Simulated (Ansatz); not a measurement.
Born–Oppenheimer molecular dynamics of a periodic cell of 15 atoms, H8SO6 (contents 4 H2O + 1 SO2, density as packed 1.29 g/cm³ with natural masses). It goes on from the last frame of an earlier run, with new velocities.

Level of theory: DFT PBE-D3(BJ), scalar-relativistic, plane waves, PAW (Ansatz). Settings: cutoff 420 eV, k mesh 1x1x1, fermi-dirac smearing 0.02 eV, no spin polarisation.

```yaml
ensemble: NVT, Langevin thermostat
time_step: 0.5 fs
steps_asked: 400
set_temperature: 700 K
friction: 0.02 /fs
seed: 241511
```

Frames 10 fs apart, positions in Å, forces in eV/Å.

Velocities at 15.0 fs (Å/ps):

```
O 7.02 -6.62 2.01
H 7.55 -7.95 -9.85
H 3.93 64.89 -27.31
O 0.82 6.58 2.11
H 4.35 5.57 -35.05
H 16.43 11.55 6.82
O 2.84 -1.62 -3.35
H -25.73 18.36 0.76
H -10.83 22.48 -30.62
O -9.26 14.58 -5.03
H 21.04 56.40 30.85
H 23.72 -16.80 -9.31
S 2.18 -5.05 -0.21
O 7.00 7.32 3.52
O 6.15 -0.82 5.42
```

```xyz
15
Lattice="5.5892 0.0000 0.0000 0.0000 5.5892 0.0000 0.0000 0.0000 5.5892" Properties=species:S:1:pos:R:3:forces:R:3 time_fs=15.0 energy_less_start_eV=0.161 T=718
O 4.715 -0.180 1.572 0.10 0.94 0.08
H 5.466 0.416 1.981 -0.50 -0.74 -0.23
H 4.360 -0.771 2.256 0.03 0.24 0.42
O 1.187 0.808 2.763 -0.48 -0.78 0.21
H 1.034 1.248 3.609 -0.08 -0.10 0.26
H 1.153 -0.174 2.907 0.65 0.64 0.03
O 1.503 3.654 2.446 0.29 0.28 -0.31
H 1.275 2.993 1.740 0.11 0.50 1.06
H 1.097 3.496 3.333 0.03 -0.63 -0.69
O 2.720 1.637 6.131 -0.95 1.76 -1.33
H 3.276 1.513 6.886 0.51 -0.96 0.85
H 2.388 0.805 5.791 0.32 -0.75 0.22
S 4.302 3.868 5.548 1.80 -0.75 -0.80
O 3.504 4.702 4.617 1.12 -0.73 0.20
O 5.714 3.376 5.156 -2.95 1.08 0.02
15
Lattice="5.5892 0.0000 0.0000 0.0000 5.5892 0.0000 0.0000 0.0000 5.5892" Properties=species:S:1:pos:R:3:forces:R:3 time_fs=25.0 energy_less_start_eV=-0.023 T=661
O 4.763 -0.221 1.570 1.37 1.04 -0.78
H 5.646 0.228 1.846 -0.79 -0.20 -0.24
H 4.307 -0.269 2.401 -0.96 -0.37 1.25
O 1.214 0.871 2.773 0.34 -1.88 -0.46
H 1.053 1.335 3.584 -0.14 0.43 1.09
H 1.413 -0.078 3.003 0.14 1.01 -0.04
O 1.561 3.627 2.421 -1.22 -0.28 -0.20
H 1.086 3.157 1.696 0.98 0.34 -0.28
H 0.831 3.526 3.079 0.68 0.26 0.41
O 2.617 1.752 6.031 0.76 -0.20 0.80
H 3.194 1.828 6.844 -0.91 0.02 -0.84
H 2.692 0.793 5.869 0.01 -0.03 -0.26
S 4.327 3.820 5.500 -1.59 0.18 0.79
O 3.550 4.750 4.651 1.06 -0.53 -0.22
O 5.673 3.379 5.161 0.28 0.21 -1.01
15
Lattice="5.5892 0.0000 0.0000 0.0000 5.5892 0.0000 0.0000 0.0000 5.5892" Properties=species:S:1:pos:R:3:forces:R:3 time_fs=35.0 energy_less_start_eV=0.167 T=510
O 4.730 -0.184 1.568 1.75 -0.43 -2.95
H 5.655 0.135 1.695 -0.08 0.16 0.34
H 4.291 0.061 2.332 -1.68 0.65 2.96
O 1.269 0.913 2.796 0.77 -1.59 -0.31
H 1.224 1.305 3.653 -0.27 1.04 1.24
H 1.782 0.101 3.010 -0.35 0.17 -0.43
O 1.562 3.637 2.446 0.99 0.76 0.31
H 1.385 3.430 1.515 -0.94 -0.15 0.31
H 0.789 3.631 3.053 0.11 -0.27 -0.88
O 2.582 1.830 5.931 -0.21 1.03 0.33
H 2.906 2.203 6.798 -0.40 -1.05 -0.82
H 2.926 0.941 5.808 0.45 -0.46 0.33
S 4.313 3.809 5.474 -1.31 -0.98 2.57
O 3.619 4.740 4.652 -0.90 1.59 -1.88
O 5.638 3.406 5.138 2.05 -0.46 -1.11
15
Lattice="5.5892 0.0000 0.0000 0.0000 5.5892 0.0000 0.0000 0.0000 5.5892" Properties=species:S:1:pos:R:3:forces:R:3 time_fs=45.0 energy_less_start_eV=0.223 T=541
O 4.662 -0.111 1.552 2.23 0.32 -0.96
H 5.609 0.179 1.750 -0.52 -0.27 -0.27
H 4.273 0.344 2.273 -1.39 0.54 1.82
O 1.337 0.959 2.808 -0.32 -0.28 -0.85
H 1.415 1.347 3.676 0.15 0.24 0.84
H 2.007 0.270 2.737 -0.02 -0.44 0.44
O 1.659 3.674 2.509 -1.20 0.19 -1.85
H 1.311 3.600 1.581 0.97 0.21 0.07
H 0.741 3.604 2.851 0.42 0.07 1.24
O 2.608 1.889 5.836 0.03 0.12 1.12
H 2.523 2.237 6.785 -0.07 -0.70 -1.22
H 3.278 1.175 5.912 -0.16 -0.02 -0.01
S 4.277 3.776 5.503 0.80 1.58 -2.12
O 3.601 4.789 4.615 0.79 -1.65 1.17
O 5.646 3.383 5.023 -1.71 0.08 0.58
15
Lattice="5.5892 0.0000 0.0000 0.0000 5.5892 0.0000 0.0000 0.0000 5.5892" Properties=species:S:1:pos:R:3:forces:R:3 time_fs=55.0 energy_less_start_eV=-0.219 T=662
O 4.608 -0.011 1.533 0.33 0.27 -0.87
H 5.537 0.102 1.809 0.10 0.43 0.44
H 4.085 0.109 2.328 -0.19 -0.15 0.86
O 1.395 0.961 2.836 0.15 -0.33 0.28
H 1.518 1.298 3.744 -0.15 0.33 -0.11
H 2.001 0.206 2.840 -0.12 -0.45 0.06
O 1.734 3.714 2.506 -0.03 0.61 0.09
H 1.550 3.833 1.555 -0.50 -0.03 0.43
H 0.919 3.848 3.070 0.62 -0.28 -0.88
O 2.603 1.943 5.793 -0.63 -0.84 0.89
H 2.075 1.859 6.655 0.68 0.19 -0.83
H 3.389 1.374 5.975 -0.41 -0.03 -0.04
S 4.261 3.772 5.484 -0.11 1.51 -0.69
O 3.585 4.775 4.642 -0.20 -0.57 0.36
O 5.543 3.373 4.904 0.46 -0.64 0.00
15
Lattice="5.5892 0.0000 0.0000 0.0000 5.5892 0.0000 0.0000 0.0000 5.5892" Properties=species:S:1:pos:R:3:forces:R:3 time_fs=65.0 energy_less_start_eV=-0.185 T=685
O 4.539 0.102 1.492 2.07 1.20 0.96
H 5.389 0.522 1.922 -1.23 -0.60 -0.68
H 4.108 -0.248 2.289 -0.40 -0.21 0.22
O 1.452 0.897 2.897 -0.71 0.31 -0.02
H 1.584 1.428 3.705 0.04 0.02 -0.15
H 1.873 0.053 3.064 0.45 -0.35 0.21
O 1.797 3.751 2.501 -0.85 0.98 -0.06
H 1.389 3.957 1.640 0.31 -0.34 -0.20
H 1.075 4.088 3.094 0.45 -0.84 0.00
O 2.577 1.931 5.779 0.38 -0.89 -0.42
H 2.014 1.458 6.409 -0.71 0.40 0.65
H 3.355 1.341 5.902 0.09 0.25 -0.22
S 4.247 3.837 5.476 0.87 -1.19 1.87
O 3.548 4.762 4.676 -2.15 2.13 -1.83
O 5.434 3.339 4.825 1.39 -0.88 -0.34
15
Lattice="5.5892 0.0000 0.0000 0.0000 5.5892 0.0000 0.0000 0.0000 5.5892" Properties=species:S:1:pos:R:3:forces:R:3 time_fs=75.0 energy_less_start_eV=-0.290 T=672
O 4.505 0.181 1.493 1.01 0.95 0.38
H 5.158 0.716 2.062 -0.69 -1.15 -0.37
H 3.954 -0.373 2.076 0.04 0.29 0.45
O 1.453 0.877 2.996 0.06 1.46 1.47
H 1.710 1.566 3.716 -0.45 -1.82 -1.39
H 1.854 0.026 3.260 -0.06 0.55 -0.07
O 1.847 3.802 2.447 -0.07 0.07 0.06
H 1.313 3.763 1.621 0.03 0.03 0.89
H 1.257 3.783 3.253 0.07 -0.19 -1.17
O 2.544 1.875 5.776 -0.52 -0.19 -0.26
H 1.885 1.505 6.420 0.83 0.32 -0.13
H 3.289 1.239 5.776 -0.33 -0.06 0.39
S 4.237 3.843 5.510 0.28 0.66 -2.08
O 3.445 4.797 4.680 0.63 -1.22 0.94
O 5.383 3.249 4.759 -0.81 0.30 0.89
15
Lattice="5.5892 0.0000 0.0000 0.0000 5.5892 0.0000 0.0000 0.0000 5.5892" Properties=species:S:1:pos:R:3:forces:R:3 time_fs=85.0 energy_less_start_eV=-0.348 T=757
O 4.501 0.237 1.540 -1.57 -0.73 1.02
H 5.032 0.459 2.322 0.83 0.28 0.12
H 3.715 -0.195 2.012 1.00 0.49 -0.84
O 1.455 0.885 3.108 0.68 0.93 1.44
H 1.854 1.396 3.884 -0.94 -0.48 -0.88
H 1.879 0.031 3.285 -0.25 -0.41 -0.37
O 1.931 3.821 2.365 -1.43 -1.32 1.20
H 1.334 3.524 1.660 0.14 0.43 -0.66
H 1.391 3.373 3.113 1.23 1.05 -0.81
O 2.522 1.827 5.773 -1.72 0.81 1.70
H 2.134 1.735 6.722 0.67 0.33 -1.66
H 3.082 1.063 5.775 1.16 -1.05 -0.14
S 4.235 3.839 5.480 -0.73 -0.14 1.31
O 3.425 4.740 4.695 -0.79 0.82 -0.51
O 5.263 3.178 4.744 1.73 -1.01 -0.93
15
Lattice="5.5892 0.0000 0.0000 0.0000 5.5892 0.0000 0.0000 0.0000 5.5892" Properties=species:S:1:pos:R:3:forces:R:3 time_fs=95.0 energy_less_start_eV=-0.370 T=633
O 4.534 0.273 1.624 -3.77 -0.80 -1.06
H 5.205 0.339 2.275 1.40 0.20 1.77
H 3.650 -0.051 2.065 2.56 0.60 -0.63
O 1.458 0.888 3.203 -0.02 -0.11 0.56
H 1.582 1.199 4.151 -0.09 -0.90 -1.09
H 1.801 -0.040 3.078 -0.40 0.88 0.59
O 1.989 3.825 2.292 0.45 0.65 -0.53
H 1.570 3.440 1.504 -0.25 0.05 0.39
H 1.811 3.267 3.062 -0.27 -0.36 -0.11
O 2.483 1.744 5.806 -1.76 1.74 2.76
H 2.448 1.794 6.849 0.00 -0.25 -2.42
H 3.185 1.143 5.683 1.85 -1.56 -0.34
S 4.228 3.798 5.450 1.02 -1.19 0.66
O 3.429 4.680 4.657 -1.42 1.46 -0.69
O 5.205 3.075 4.656 0.69 -0.42 0.14
15
Lattice="5.5892 0.0000 0.0000 0.0000 5.5892 0.0000 0.0000 0.0000 5.5892" Properties=species:S:1:pos:R:3:forces:R:3 time_fs=105.0 energy_less_start_eV=-0.257 T=616
O 4.599 0.281 1.657 -2.40 -0.77 0.75
H 5.295 0.330 2.300 1.80 0.56 0.65
H 3.885 -0.025 2.316 0.71 0.26 -1.43
O 1.477 0.890 3.303 -0.48 -1.81 -0.34
H 1.193 0.861 4.234 0.30 0.49 0.06
H 1.591 -0.103 3.111 0.18 1.29 0.00
O 2.062 3.893 2.191 0.40 -0.09 0.89
H 1.480 3.584 1.504 -0.65 -0.07 -1.00
H 2.023 3.132 2.811 0.10 0.35 0.13
O 2.509 1.688 5.855 -2.57 1.06 3.77
H 2.535 1.615 6.911 -0.22 0.21 -2.92
H 3.363 1.393 5.676 2.66 -1.46 -0.75
S 4.241 3.748 5.428 0.13 0.30 -1.90
O 3.379 4.663 4.635 0.66 -0.68 0.97
O 5.226 3.034 4.570 -0.60 0.37 1.11
15
Lattice="5.5892 0.0000 0.0000 0.0000 5.5892 0.0000 0.0000 0.0000 5.5892" Properties=species:S:1:pos:R:3:forces:R:3 time_fs=115.0 energy_less_start_eV=-0.180 T=558
O 4.667 0.248 1.702 -3.62 -1.40 -0.41
H 5.424 0.579 2.164 0.90 0.50 1.53
H 3.848 -0.043 2.300 2.84 0.82 -1.16
O 1.475 0.861 3.384 0.81 -1.66 -2.61
H 0.935 1.063 4.128 -0.62 -0.10 1.29
H 1.551 -0.146 3.167 -0.16 1.85 0.83
O 2.149 3.974 2.101 0.55 0.25 1.12
H 1.421 3.902 1.494 -0.81 -0.14 -0.77
H 1.970 3.299 2.788 0.04 0.08 -0.18
O 2.528 1.679 5.885 -0.79 0.28 2.54
H 2.443 1.573 6.917 0.30 0.36 -2.45
H 3.387 1.280 5.716 0.36 -0.71 0.07
S 4.261 3.694 5.336 -0.86 0.66 1.63
O 3.380 4.635 4.673 -0.16 0.15 -0.35
O 5.231 3.023 4.523 1.21 -0.95 -1.09
15
Lattice="5.5892 0.0000 0.0000 0.0000 5.5892 0.0000 0.0000 0.0000 5.5892" Properties=species:S:1:pos:R:3:forces:R:3 time_fs=125.0 energy_less_start_eV=-0.399 T=619
O 4.711 0.240 1.714 -1.56 -0.57 2.32
H 5.361 0.790 2.193 0.68 0.17 -0.11
H 4.138 -0.026 2.549 0.98 0.31 -2.33
O 1.441 0.878 3.406 0.24 -2.93 -1.96
H 1.083 1.126 4.238 -0.39 0.44 1.62
H 1.488 -0.171 3.393 0.16 2.87 -0.09
O 2.192 4.073 2.050 -0.11 0.48 -0.61
H 1.505 4.219 1.356 0.29 -0.28 0.75
H 1.845 3.462 2.712 -0.44 -0.43 0.03
O 2.571 1.651 5.862 0.20 0.14 0.89
H 2.463 1.799 6.842 0.24 -0.11 -0.94
H 3.319 1.010 5.822 -0.44 0.17 0.27
S 4.304 3.678 5.289 1.21 -1.46 1.42
O 3.393 4.636 4.728 -0.44 0.61 -1.14
O 5.284 2.962 4.455 -0.61 0.59 -0.13
```

Of the whole run (200 fs, mean temperature of the second half 644 K): A run of 0.2 ps of so small a system gives no equilibrium averages. Limits of this set-up: coarse k mesh.

Run time: 5.6 min on 1 thread of Arm Neoverse V1, with other jobs on the host, peak memory 0.3 GiB.
